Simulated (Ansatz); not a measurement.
One change: `[O]=[Mo]([F])([F])([Cl])[Cl]` becomes `[O]=[Mo]([OH])([F])([Cl])[Cl]`.

Ansatz, PBE0-D4/def2-TZVP geometries, multiplicity 1. Each molecule was computed in one conformer, which needn't be the lowest.

Elements past krypton have def2 core potentials.

```tsv
property	`[O]=[Mo]([F])([F])([Cl])[Cl]`
size of the dipole moment (ωB97M-V/def2-TZVPP) / D	0.71
HOMO energy (PBE0/def2-TZVPP) / eV	-9.55
LUMO energy (PBE0/def2-TZVPP) / eV	-5.31
HOMO–LUMO gap (PBE0/def2-TZVPP) / eV	4.24
HOMO energy (B3LYP/def2-TZVPP) / eV	-9.28
HOMO energy (ωB97M-V/def2-TZVPP) / eV	-11.70
```

What does the change do to each property? (Estimate.)

The calculation gave: 
| property | `[O]=[Mo]([OH])([F])([Cl])[Cl]` | shift |
| --- | --- | --- |
| size of the dipole moment (ωB97M-V/def2-TZVPP) / D | 2.52 | 1.81 |
| HOMO energy (PBE0/def2-TZVPP) / eV | -8.93 | 0.62 |
| LUMO energy (PBE0/def2-TZVPP) / eV | -4.71 | 0.60 |
| HOMO–LUMO gap (PBE0/def2-TZVPP) / eV | 4.21 | -0.03 |
| HOMO energy (B3LYP/def2-TZVPP) / eV | -8.66 | 0.62 |
| HOMO energy (ωB97M-V/def2-TZVPP) / eV | -11.11 | 0.59 |

The zero-point energy changes by 28.3 kJ/mol with +3 modes. Dipoles are sizes alone; their direction can turn.

B3LYP here is the variant with VWN-RPA as its local correlation; programs differ in this.
